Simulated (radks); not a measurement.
Problem. These are the eigenvalues of the occupied orbitals of an atom or ion with whole-number occupations (eV). All-electron calculation, non-relativistic Kohn-Sham, OLYP, spin-unpolarised, spherical densities, point nucleus. Program: a radial shooting solver on a logarithmic mesh with Libxc functionals.

| orbital | eigenvalue |
|---|---|
| 1s | -38301.49 |
| 2s | -5962.846 |
| 2p | -5640.578 |
| 3s | -1286.146 |
| 3p | -1146.848 |
| 3d | -887.6922 |
| 4s | -261.1979 |
| 4p | -209.1518 |
| 4d | -117.8806 |
| 5s | -40.5507 |
| 5p | -26.5404 |
| 4f | -12.4139 |
| 5d | -7.2942 |

Which element is it, and in what charge state? The configuration may be excited.

Solution. Z = 58, cerium, charge +1: Ce+ in [Xe] 4f1 5d2. The list shows which subshells hold electrons but not how many an open one holds; the 1s level, -1407.6 hartree, gives Z - s = 53.1 by -(Z - s)^2/2, which with screening narrows Z to a few neighbours, and the depths of the outer levels then fix element, charge and occupations together.
